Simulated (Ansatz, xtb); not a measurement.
# C5H10FP: 3 structures ranked

3 gas-phase structures of C5H10FP, from a drawn sample of its isomers (lower ones may exist). Each was relaxed with GFN2-xTB; where two conformers were screened, the lower at r2SCAN-D4/def2-SVP//GFN2-xTB is listed:

A. `C[C@@H]1PCC[C@H]1F`, a singlet
B. `[H]/P=C(\F)C(C)(C)C`, a singlet
C. `C[C@@H]1C[C@H](F)CP1`, a singlet

Estimate their order in r2SCAN-D4/def2-SVP//GFN2-xTB energy at these geometries, lowest first.

Calculated order at r2SCAN-D4/def2-SVP//GFN2-xTB: C (0.000), A (0.023), B (0.946) eV. Less than 1 kcal/mol parts C and A, so the order within that pair means little.

Energies above the lowest of each column, in eV; the last columns are at r2SCAN-D4/def2-SVP geometries:

```tsv
structure	GFN2-xTB	HF/STO-3G	r2SCAN-D4/def2-SVP//GFN2-xTB	r2SCAN-D4/def2-SVP	CCSD(T)/def2-SVP + ΔMP2/def2-TZVPP
C	0.002	0.028	0.000	0.000	0.000
A	0.000	0.000	0.023	0.022	0.002
B	0.973	2.177	0.946	0.769	0.768
```

CCSD(T)/def2-SVP + ΔMP2/def2-TZVPP has A and C within 1 kcal/mol of each other at the bottom, and every level picks one of them. Flexible structures stand in one conformer each, not always the lowest. The ΔMP2 step shifts differences by up to 0.145 eV, which makes them less sure. ΔMP2 is the change of the MP2 energy from the smaller to the larger basis.

Programs: Ansatz 0.2.0, xtb 6.7.1.
